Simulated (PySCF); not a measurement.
## From computed data to an observable: oscillator strength and radiative lifetime

Al(H)(OH)(nPr) (C3H9AlO), SMILES CC[CH2][AlH][OH].

The structure is a stationary point at B3LYP-D3(BJ)/def2-SVP. Other conformers were not sampled.

PySCF 2.14.0 with TDA-PBE0/def2-SVPD puts the first singlet state with f over 0.02 at 6.56 eV (vertical), with the transition dipole (-0.322, 0.399, 0.227) in atomic units.

Question: Find the oscillator strength, the wavelength and the radiative lifetime that this transition would have in vacuum if emission retraced absorption.

Answer: 
|μ|² = 0.3144 au, so |μ| = 1.43 D. ΔE = 6.56/27.211 = 0.2411 hartree. f = (2/3) ΔE |μ|² = 0.051 (the program prints 0.051).
λ = 1239.84/6.56 = 189 nm; ν = 52910 cm⁻¹.
Einstein's coefficient A = 0.6670 ν² f s⁻¹ (ν in cm⁻¹) = 9.4e7 s⁻¹, so τ = 1/A = 11 ns. This state is S2; the lower singlet has f = 0.001. The figure is the radiative limit of this one transition; relaxation, internal conversion, crossing to triplets and a medium change what is measured.
